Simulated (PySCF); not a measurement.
## TaO₂: PBE0 against B3LYP

Base calculation in PySCF with density fitting and no spin–orbit coupling, PBE0/def2-TZVP (scalar-relativistic core potentials): doublet, C2v, Ta–O 1.719 Å (×2); O–Ta–O 105.5°; wavenumbers 345, 959, 1027 cm⁻¹; dipole moment 5.53 D, polar-tensor charge of Ta 1.55 e, atomisation energy (no zero-point energy) 1418 kJ/mol.

Question: What changes on going to B3LYP/def2-TZVP (scalar-relativistic core potentials)?

Answer: The point group stays the same. Changes: mean bond to Ta +0.012 Å, smallest bond angle +0.3 degrees, highest wavenumber -25 cm⁻¹, lowest wavenumber -7 cm⁻¹, dipole moment -0.04 D, polar-tensor charge of Ta -0.05 e, atomisation energy (no zero-point energy) -2 kJ/mol. The new structure has Ta–O 1.731 Å (×2); O–Ta–O 105.8°, with wavenumbers 338, 937, 1002 cm⁻¹.

Spin–orbit coupling can matter for TaO₂ and is left out. Open d or f shells are single determinants, so the state found may not be the ground state. Only the bonding shown was studied: isomers, or loss of a ligand pair, can lie lower.
